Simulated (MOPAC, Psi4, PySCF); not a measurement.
Two rigid molecules brought together: C4H4O ··· O2S (SMILES c1ccoc1 and O=S=O). Monomers: optimised at B3LYP-D3(BJ) (def2-TZVP), held rigid. Orientation: a random orientation, not optimised. The monomers approach along the line of their centres of mass (distance R); nothing else relaxes.

Geometry at R = 3.90 Å (first 9 atoms: monomer A):
```
12

C      0.5079    -0.8901     0.0194
C     -0.8506    -0.5179    -0.2416
C     -0.9048     0.8301    -0.1132
O      0.3224     1.3242     0.2093
C      1.1705     0.2617     0.2856
H      0.9275    -1.8816     0.0087
H     -1.6704    -1.1699    -0.4904
H     -1.6939     1.5537    -0.2121
H      2.1913     0.4898     0.5344
O      0.6800     0.5051    -3.1956
S      1.9919     1.0752    -3.0416
O      2.9722     0.8496    -4.0700
```

Levels: PM6, restricted, heats of formation (MOPAC); RMP2/6-31G* = PySCF with restricted MP2 (frozen core)/6-31G*, spherical d, no counterpoise correction; PBE/def2-TZVP, counterpoise-corrected (Psi4); PBE-D3(BJ)/def2-TZVP, counterpoise-corrected (Psi4); RKS-LDA (SVWN5)/6-31G* = restricted LDA (SVWN5)/6-31G*, spherical d, no counterpoise correction (PySCF).

Interaction energies in kcal/mol (negative: bound); R is the distance of the centres of mass, d the C2···O10 distance.

| R / Å | d / Å | PM6 | RMP2/6-31G* | PBE/def2-TZVP | PBE-D3(BJ)/def2-TZVP | RKS-LDA (SVWN5)/6-31G* |
|---|---|---|---|---|---|---|
| 3.32 | 2.91 | 3.02 | 0.36 | 3.41 | 0.79 | -4.29 |
| 3.50 | 3.08 | 1.96 | -1.46 | 1.27 | -1.05 | -4.59 |
| 3.73 | 3.31 | 1.10 | -2.19 | 0.04 | -1.90 | -3.96 |
| 3.90 | 3.48 | 0.73 | -2.17 | -0.32 | -1.99 | -3.24 |
| 4.13 | 3.71 | 0.46 | -1.84 | -0.47 | -1.81 | -2.29 |
| 4.26 | 3.84 | 0.38 | -1.61 | -0.47 | -1.64 | -1.82 |
| 4.63 | 4.21 | 0.28 | -0.99 | -0.36 | -1.15 | -0.86 |
| 4.91 | 4.48 | 0.23 | -0.65 | -0.26 | -0.84 | -0.46 |
| 5.43 | 5.00 | 0.17 | -0.30 | -0.12 | -0.45 | -0.12 |
| 6.13 | 5.70 | 0.11 | -0.13 | -0.04 | -0.20 | -0.02 |
| 7.10 | 6.67 | 0.06 | -0.06 | -0.01 | -0.08 | -0.01 |
| 8.44 | 8.00 | 0.02 | -0.03 | -0.01 | -0.03 | -0.01 |

Lowest grid point: PM6 0.02 kcal/mol at R = 8.44 Å; RMP2/6-31G* -2.19 kcal/mol at R = 3.73 Å; PBE/def2-TZVP -0.47 kcal/mol at R = 4.13 Å; PBE-D3(BJ)/def2-TZVP -1.99 kcal/mol at R = 3.90 Å; RKS-LDA (SVWN5)/6-31G* -4.59 kcal/mol at R = 3.50 Å.
